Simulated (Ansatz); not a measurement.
Born–Oppenheimer molecular dynamics of CH7FGeO (11 atoms, charge 0, multiplicity 1). It starts at the highest image of a converged band, a first-order saddle point between two minima.

Computed with RKS PBE/def2-SVP in Ansatz 0.2.0.

```
ensemble                      : NVE (velocity Verlet)
time step                     : 0.5 fs
steps asked                   : 200
starting velocities drawn for : 300 K
seed                          : 5113
```

First frame:

```xyz
11
Properties=species:S:1:pos:R:3
Ge -0.667 0.033 -0.174
F 0.387 -1.773 -0.170
H -1.932 -0.870 -0.113
H -1.174 1.335 -0.914
C 0.220 0.600 1.466
H 0.850 -1.125 -1.182
O 0.768 -0.135 -1.669
H -0.446 1.275 2.040
H 0.493 -0.282 2.074
H 1.138 1.159 1.198
H 0.363 -0.217 -2.554
```

(1) How far do the bonds stretch over the last three quarters of this one trajectory? (Pairs bonded in most of those frames.)

Answers

(1) 
| bond | mean (Å) | spread (Å) | shortest | longest |
| --- | --- | --- | --- | --- |
| Ge1–F2 | 1.861 | 0.098 | 1.74 | 2.07 |
| Ge1–H3 | 1.567 | 0.047 | 1.49 | 1.65 |
| Ge1–H4 | 1.563 | 0.019 | 1.53 | 1.60 |
| Ge1–C5 | 1.962 | 0.015 | 1.93 | 1.99 |
| C5–H8 | 1.112 | 0.035 | 1.06 | 1.17 |
| C5–H9 | 1.111 | 0.029 | 1.07 | 1.16 |
| C5–H10 | 1.107 | 0.004 | 1.10 | 1.12 |
| H6–O7 | 0.999 | 0.028 | 0.96 | 1.06 |
| O7–H11 | 0.976 | 0.008 | 0.96 | 0.99 |

Mean temperature of the second half: 554 K. The conserved energy stayed within 0.19 meV per atom of its start (net change 0.14 meV per atom), so the integration is sound. The kinetic energy rose, since the run started high on the potential surface and went downhill. It ends in pieces (CH5FGe + H2O), so much of that is their flight and rotation, not heat. A run of 0.1 ps of so small a system gives no equilibrium averages. The orbitals stay closed-shell, which can raise the energy where a bond breaks towards radicals; this wasn't checked here.

Time of the run: 4 min on 2 threads of Intel(R) Xeon(R) Platinum 8488C (Sapphire Rapids) (shared host), peak memory 0.16 GiB.
